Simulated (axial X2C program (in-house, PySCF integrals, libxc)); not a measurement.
# BiB: from the spin-free to the two-component result

Computed with an axial X2C code built on PySCF integrals. Spin-free means the one-electron spin-free X2C Hamiltonian; two-component (2c) means X2C with spin–orbit coupling and atomic mean-field two-electron Coulomb and Gaunt terms, so the difference of the two also holds small scalar two-electron terms. Basis: Bi dyall-cv3z [12s14p10d6f1g], B dyall-v3z [7s6p2d1f] (cores contracted in-house); Gaussian nuclei, density fitting, unrestricted open shells. Masses: Bi 208.980 u, B 11.009 u.

Spin-free state: M_S = 1, Λ = 1 (beyond evenly filled blocks: σα, π+α, π+β, π-α); fragments Bi + B.

```csv
level,Re (Å),ωe (cm⁻¹),De (eV),μ (D)
PBE0,2.128,627.5,2.161,-1.17
```

Dipoles are positive if B is the positive end.

Two-component determinant lowest at the distance of the search:

Ω = 2 (⟨Sz⟩ = 0.93, ⟨Lz⟩ = 1.07 at PBE0); fragments Bi + B.

```csv
level,Re (Å),ωe (cm⁻¹),De (eV),μ (D)
PBE0,2.162,555.5,2.123,-1.35
```

Task: From the two tables, how do the constants change at the PBE0 level (2c against spin-free)?

Result: At the PBE0 level Re rises by 0.034 Å and ωe drops by 72.0 cm⁻¹; De is not compared, since the atomic limits differ or miss part of their spin–orbit lowering.

The state is one determinant whose occupation by symmetry is held fixed; it was picked as the lowest of a PBE0 search that is not exhaustive. Dissociation energies refer to the lowest single-determinant-based atoms at the same level and basis. Density functionals use the spin component along the axis (collinear). In 2c an atomic determinant is not the ground J level, so De misses part of the atomic spin–orbit lowering. This holds for PBE0. Other states lie close and PBE0, whose exact exchange favours high spin, may order them wrongly; the determinant shown need not be the ground state. The nearest other spin-free determinant of the search, M_S = 0, Λ = 1, lies 0.13 eV up at the distance of the search. The functionals have no current-density term, which raises determinants with orbital currents, atoms included. With several unpaired electrons one determinant need not be a pure state. A state of lower Ω lies just above, and one determinant can place such states too high, so the state shown need not be the lowest. The search has Ω = 1 only 0.09 eV up. Open-shell Ω = 0 determinants with evenly filled partner blocks cannot be reached by this program, so the Ω shown need not be the lowest component.
